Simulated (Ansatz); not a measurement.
Program: Ansatz. Geometries: PBE0-D4/def2-TZVP. ΔE: electronic, gas phase. CBS: MP2 limit from def2 TZ/QZ plus the TZ coupled-cluster correction, frozen cores. This one scheme is used for every species. Functionals use def2-TZVPP. B3LYP here is the variant with VWN-RPA as its local correlation; programs differ in this. For Ge outer-core shells are correlated without core-valence functions, which leaves a few kJ/mol of doubt a bond. Scalar relativity is left out up to krypton. Each species was taken in one conformer, which may not be the lowest.

Consider the ligand exchange at a Ge–O bond: `ClBC[O][GeH3]` + `O[SiH](O)F` → `O[SiH](F)[O][GeH3]` + `OCBCl`.

| level | ΔE (kJ/mol) |
| --- | --- |
| r2SCAN-D4 | -26.4 |
| PBE0-D4 | -27.4 |
| B3LYP-D4 | -26.9 |
| PBE | -25.1 |
| r2SCAN | -26.5 |
| HF/def2-QZVPP | -31.2 |
| MP2/CBS(def2) | -24.6 |
| CCSD/CBS(def2) | -26.6 |

Task: What does CCSD(T)/CBS give? (An estimate is asked.)

Result: Ansatz gave: -25.7 kJ/mol. The listed levels differ from it by -0.7, -1.7, -1.2, 0.6, -0.8, -5.5, 1.1, -0.9 kJ/mol.

Largest T1 diagnostic among the species: 0.012.

In def2-TZVPP, CCSD(T) changes the Hartree–Fock value by +5.0 kJ/mol (the triples alone add +0.9 kJ/mol) and MP2 by +6.1 kJ/mol.
